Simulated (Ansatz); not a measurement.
A nudged elastic band was laid between two geometries of a periodic cell of 13 atoms, LiMg12 (surface Mg(0001), adsorbate Li).

The calculation used DFT PBE, scalar-relativistic, plane waves, PAW in Ansatz. Settings: cutoff 420 eV, k mesh 3x3x1, gaussian smearing 0.15 eV, no spin polarisation.

| Quantity | Value |
| --- | --- |
| movable images | 5 |
| climbing image | yes |
| spring | 5.0 eV/Å² |
| optimiser | lbfgs |
| start path | IDPP |
| force threshold | 0.03 eV/Å |
| iteration limit | 80 |
| end points | relaxed |
| atoms held | 1 to 4 |

Image 0:

```xyz
13
Lattice="6.4200 0.0000 0.0000 3.2100 5.5599 0.0000 0.0000 0.0000 18.2130" Properties=species:S:1:pos:R:3
Mg 0.000 0.000 1.000
Mg 3.210 0.000 1.000
Mg 1.605 2.780 1.000
Mg 4.815 2.780 1.000
Mg 0.006 1.857 3.558
Mg 3.205 1.857 3.561
Mg 1.605 4.627 3.559
Mg 4.817 4.633 3.552
Mg 0.023 -0.013 6.068
Mg 3.193 -0.011 6.078
Mg 1.605 2.780 6.261
Mg 4.816 2.803 6.073
Li 4.840 0.924 8.338
```

Image 6:

```xyz
13
Lattice="6.4200 0.0000 0.0000 3.2100 5.5599 0.0000 0.0000 0.0000 18.2130" Properties=species:S:1:pos:R:3
Mg 0.000 0.000 1.000
Mg 3.210 0.000 1.000
Mg 1.605 2.780 1.000
Mg 4.815 2.780 1.000
Mg 0.000 1.847 3.559
Mg 3.212 1.853 3.552
Mg 1.611 4.637 3.558
Mg 4.810 4.636 3.561
Mg 0.000 0.000 6.261
Mg 3.211 0.023 6.073
Mg 1.628 2.767 6.068
Mg 4.798 2.769 6.078
Li 6.445 3.704 8.338
```

(1) What changes between the two ends?

(2) What energy profile does the band end with?

(3) What is the geometry of the highest image?

The band took 70 iterations and roughly 24 core-minutes.

## Answers

(1) Contacts lost: Mg9–Li13. Contacts made: Mg11–Li13. The atom that moves furthest is Li13, by 3.21 Å; four of its nearest neighbours are Mg9 2.93, Mg12 2.94, Mg10 2.95, Mg11 4.23 Å at the first end and Mg11 2.93, Mg10 2.94, Mg12 2.95, Mg9 4.23 Å at the last.

(2) It converged. The highest image is number 4 of 0 to 6, 0.015 eV above the ends, which have the same energy within 2 meV. Beside the main top the profile has a ripple of under 15 meV (maxima at images 2, 4), which may be a very shallow well or noise. By the program's own check the climbing image is of a kind that is not told: the force calls were inconclusive, a negative curvature could not be distinguished from the path's own, the only one lies far off the path, or fixed occupations may fill a level only in part (lowest curvatures found: -0.05 and 0.14 eV/Å²). Limits of this set-up: coarse k mesh, thin slab, slab without dipole correction.

| image | path coordinate (Å) | energy (eV) | Mg9–Li13 (Å) | Mg11–Li13 (Å) |
| --- | --- | --- | --- | --- |
| 0 | 0.00 | 0.000 | 2.93 | 4.23 |
| 1 | 0.61 | 0.010 | 2.88 | 3.73 |
| 2 | 1.22 | 0.015 | 2.88 | 3.27 |
| 3 | 1.83 | 0.008 | 3.01 | 2.98 |
| 4 | 2.44 | 0.015 | 3.33 | 2.88 |
| 5 | 3.02 | 0.009 | 3.77 | 2.88 |
| 6 | 3.59 | 0.000 | 4.23 | 2.93 |

(3) 
```xyz
13
Lattice="6.4200 0.0000 0.0000 3.2100 5.5599 0.0000 0.0000 0.0000 18.2130" Properties=species:S:1:pos:R:3:forces:R:3
Mg 0.000 0.000 1.000 -0.01 -0.03 0.00
Mg 3.210 0.000 1.000 0.00 -0.02 0.00
Mg 1.605 2.780 1.000 0.01 0.03 0.00
Mg 4.815 2.780 1.000 -0.03 0.03 0.00
Mg -0.018 1.858 3.522 0.00 0.00 0.00
Mg 3.187 1.825 3.546 0.00 0.00 0.00
Mg 1.592 4.650 3.583 0.00 0.00 0.00
Mg 4.795 4.654 3.574 0.00 0.00 0.00
Mg -0.030 0.042 6.216 0.00 0.00 0.00
Mg 3.180 -0.047 6.244 0.00 0.00 0.00
Mg 1.619 2.776 6.032 0.00 0.00 0.00
Mg 4.730 2.779 6.003 0.00 0.00 0.00
Li 6.334 2.599 8.340 0.01 -0.01 0.00
```

Run time: 8.8 min on 4 threads of AMD EPYC 9R45 96-Core Processor (Zen 5) (shared host), peak memory 3.1 GiB.
